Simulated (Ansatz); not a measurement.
Species: sum formula AlBr$_{2}$Cl (charge 0, singlet). 
Geometry from a B3LYP-D3(BJ)/def2-TZVP (Ansatz, an electronic-structure program) optimisation:
SMILES: [Cl][Al]([Br])[Br]
```xyz
4

Cl    -0.5643     2.4394    -0.0554
Al    -0.0957     0.4137    -0.0094
Br     2.0445    -0.2310     0.0621
Br    -1.7348    -1.1075    -0.0316
```
Charge 0, spin multiplicity 1.

Basis-set convergence of Hartree-Fock and CCSD(T) correlation energies (hartree) with Ansatz. Cores are frozen in the correlated levels unless marked. No spin-orbit coupling. Frozen are the shells of the preceding noble gas and the d and f shells that filled before the atom's block. Non-relativistic.

| basis | functions | E(HF) | E(corr, CCSD(T)) |
|---|---|---|---|
| def2-SVP | 100 | -5845.62393 | -0.46377 |
| def2-TZVPP | 180 | -5846.49760 | -0.63998 |
| def2-QZVPP | 318 | -5846.61568 | -0.70410 |

Extrapolating the two largest sets (X = 3 and 4) as X^-3: E(corr) = (64·(-0.70410) - 27·(-0.63998))/37 = -0.7509 Eh, an estimate of the basis-set limit. The largest set recovers 93.8 % of it, the smallest 61.8 %.
